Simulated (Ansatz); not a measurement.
Molecule: C$_{3}$H$_{8}$BS, net charge 0, doublet state. It need not be the lowest isomer of its formula. 
Geometry from a B3LYP-D3(BJ)/def2-TZVP (Ansatz, an electronic-structure program) optimisation:
```xyz
13

C      1.9351    -0.8214    -0.1818
S      0.9797     0.5408     0.1978
B     -0.7592     0.0786    -0.0025
C     -1.1861    -1.3612    -0.4535
C     -1.7945     1.2149     0.3059
H      1.5003    -1.7613    -0.4816
H      3.0063    -0.7143    -0.1122
H     -0.8176    -2.1218     0.2426
H     -0.7596    -1.6152    -1.4294
H     -2.2695    -1.4704    -0.5241
H     -2.4808     0.8845     1.0939
H     -1.3624     2.1690     0.6099
H     -2.4230     1.3900    -0.5747
```
Charge 0, spin multiplicity 2.

Basis-set convergence of Hartree-Fock and CCSD correlation energies (hartree) with Ansatz. Cores are frozen in the correlated levels unless marked. Open shells are spin-unrestricted. Spin-orbit coupling is left out. No relativistic terms.

```json
[
 {"basis": "cc-pV(D+d)Z", "functions": "119", "E(HF)": "-540.49142", "E(corr, CCSD)": "-0.69550"},
 {"basis": "cc-pV(T+d)Z", "functions": "271", "E(HF)": "-540.54636", "E(corr, CCSD)": "-0.83990"},
 {"basis": "cc-pV(Q+d)Z", "functions": "524", "E(HF)": "-540.55886", "E(corr, CCSD)": "-0.88360"}
]
```

Extrapolating the two largest sets (X = 3 and 4) as X^-3: E(corr) = (64·(-0.88360) - 27·(-0.83990))/37 = -0.9155 Eh, an estimate of the basis-set limit. The largest set recovers 96.5 % of it, the smallest 76.0 %.
